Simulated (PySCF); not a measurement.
## In: electron affinity

In⁻ [Kr] 4d10 5s2 5p2 (3P) → In [Kr] 4d10 5s2 5p1 (2P), as a difference of total energies. Calculation: PySCF 2.14, in aug-cc-pwCVQZ-PP with ECP28MDF; a scalar-relativistic core potential. Correlated levels: valence: 4s2 4p6 4d10 frozen; valence and next inner shell: nothing frozen outside the core potential. The calculations carry no spin-orbit coupling.

```tsv
method	electron affinity (eV)	difference from reference (eV)
UHF	0.073	-0.311
LDA	0.646	+0.262
PBE	0.545	+0.161
PBE0	0.495	+0.111
r2SCAN	0.566	+0.182
MP2 (valence)	0.371	-0.013
SCS-MP2 (valence)	0.283	-0.101
MP2 (valence and next inner shell)	0.372	-0.012
SCS-MP2 (valence and next inner shell)	0.269	-0.115
```

Reference: 0.384 eV (measured; photodetachment measurements, as compiled on the Wikipedia data page of electron affinities).

The reference lies between the lowest fine-structure levels, while these numbers refer to the centres of the terms.

In the anion the highest occupied orbital energy is positive at LDA, PBE, PBE0, r2SCAN, a self-interaction effect; the basis confines that electron, and the energy difference can still be sensible.
